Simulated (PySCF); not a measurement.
KHg and its ions

r²SCAN; basis K def2-SVP, Hg def2-SVP with ECP60; scalar-relativistic core potentials; PySCF 2.14. Neutral (UKS): doublet (σ ↑), Re = 3.955 Å, ωe = 37.7 cm⁻¹, De = 0.08 eV, HOMO -2.56 eV, LUMO -1.51 eV.

KHg⁺ (UKS): singlet (closed shell), Re = 3.570 Å, ωe = 62.6 cm⁻¹, De = 0.19 eV to K⁺ + Hg. The energies at the minima are -753.37812 hartree for KHg and -753.22665 for KHg⁺.

(1) Work out the adiabatic ionisation energy, without and with harmonic zero-point energies (1 hartree = 27.2114 eV, 1 eV = 8065.5 cm⁻¹), and the change of the bond length.

Closed-shell solutions of metal pairs were not tested for spin polarisation, which can lower them a little. Weak bonds: KHg, KHg⁺. Basis-set superposition, not corrected here, can be much of De in a small basis, most of all at correlated wavefunction levels. Spin–orbit coupling is left out. For an ion De counts to the pair picked by the measured ionisation energies or electron affinities, which need not be the lowest pair at this level. States were picked by a PBE0 search and need not be the measured ground states.

## Answers

(1) At r²SCAN: 0.15147 hartree = 4.122 eV between the minima; the zero-point term (62.6 − 37.7)/2 cm⁻¹ = +0.002 eV makes it 4.123 eV. Re changes by -38.5 pm against the neutral. The electron leaves a σ orbital, and the shorter bond of the ion fits an antibonding orbital, or a change in how ionic the bond is.
